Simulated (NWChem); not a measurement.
System: SiH₄O₂; SMILES O[SiH2]O

```xyz
7

Si     0.0000     0.0000    -0.4255
O     -1.3853     0.0511     0.4893
O      1.3853    -0.0511     0.4893
H     -0.0651     1.2367    -1.2500
H      0.0651    -1.2367    -1.2500
H     -1.5866    -0.7328     1.0090
H      1.5866     0.7328     1.0090
```
Atoms are numbered in this order, from 1.

Program: NWChem. All runs use the structure optimised with PBE0/def2-SVP. Level: M06-2X/def2-SVP with SMD (1 M gas to 1 M solution), gas-phase geometry. Reactions with the solvent are ignored.

Task: Estimate the computed values for solvent ethylene glycol. Quantities: solvation free energy (kcal/mol); cavity-dispersion-structure term (kcal/mol); dipole in solution (D).

Result: 
| Item | Result |
|---|---|
| solvation free energy (kcal/mol) | -7.1 |
| cavity-dispersion-structure term (kcal/mol) | 3.0 |
| dipole in solution (D) | 1.23 |
